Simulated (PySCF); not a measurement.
## Correlation energy of S⁺ (sulfur, charge +1)

[Ne] 3s1 3p3 4s1, high-spin 6S determinant (an excited configuration). Calculation: PySCF 2.14, in aug-cc-pwCVTZ; the non-relativistic Hamiltonian (point nucleus). Frozen: [Ne]; 5 electrons correlated.

| level | correlation energy (mhartree) |
| --- | --- |
| CCSD | -45.78 |
| (T) | -0.88 |
| CCSD(T) | -46.66 |

Diagnostics: T1 = 0.0073, D1 = 0.0228, largest double amplitude 0.042.

The outer electron is Rydberg-like, and this basis confines it to a smaller radius and binds it less than a complete one would.

Cost of the coupled-cluster step: about 11 core-seconds, for 5 correlated electrons.
